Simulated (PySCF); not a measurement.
cyclopentene (C₅H₈), SMILES C1CCC=C1.

The structure is a stationary point at B3LYP-D3(BJ)/def2-SVP. One conformer was computed; it need not be the lowest.

Computed with B3LYP-D3(BJ)/def2-SVP (PySCF 2.14.0).

Harmonic, unscaled wavenumbers; measured fundamentals usually lie a few per cent lower.

Problem. Estimate the vibrational spectrum. (Estimate from the structure and the level; the computed values follow.)

Solution. 
| mode | ν (cm⁻¹) | IR (km/mol) | moving atoms (share of kinetic energy) |
|---|---|---|---|
| 1 | 156 | 0.3 | H 61 %, C 39 % |
| 2 | 392 | 0.1 | C 54 %, H 46 % |
| 3 | 602 | 10.1 | H 62 %, C 38 % |
| 4 | 714 | 27.3 | H 72 %, C 28 % |
| 5 | 779 | 0.2 | C 87 %, H 13 % |
| 6 | 823 | 0.3 | H 57 %, C 43 % |
| 7 | 888 | 2.2 | H 64 %, C 36 % |
| 8 | 912 | 0.4 | C 70 %, H 30 % |
| 9 | 918 | 8.4 | H 52 %, C 48 % |
| 10 | 977 | 0.1 | H 80 %, C 20 % |
| 11 | 978 | 0.6 | C 64 %, H 36 % |
| 12 | 1036 | 2.3 | H 55 %, C 45 % |
| 13 | 1059 | 5.8 | H 54 %, C 46 % |
| 14 | 1114 | 0.3 | H 90 %, C 10 % |
| 15 | 1138 | 1.7 | H 83 %, C 17 % |
| 16 | 1217 | 0.0 | H 68 %, C 32 % |
| 17 | 1218 | 1.5 | H 81 %, C 19 % |
| 18 | 1295 | 1.0 | H 73 %, C 27 % |
| 19 | 1313 | 0.7 | H 75 %, C 25 % |
| 20 | 1325 | 0.2 | H 53 %, C 47 % |
| 21 | 1374 | 0.8 | H 54 %, C 46 % |
| 22 | 1453 | 1.2 | H 92 % |
| 23 | 1458 | 1.6 | H 91 %, C 9 % |
| 24 | 1478 | 1.7 | H 90 %, C 10 % |
| 25 | 1693 | 1.6 | C 91 %, H 9 % |
| 26 | 3002 | 28.6 | H 94 % |
| 27 | 3003 | 51.3 | H 94 % |
| 28 | 3047 | 10.4 | H 93 % |
| 29 | 3060 | 26.8 | H 91 %, C 9 % |
| 30 | 3066 | 43.9 | H 92 % |
| 31 | 3107 | 32.6 | H 90 %, C 10 % |
| 32 | 3178 | 5.2 | H 92 % |
| 33 | 3201 | 18.5 | H 90 %, C 10 % |
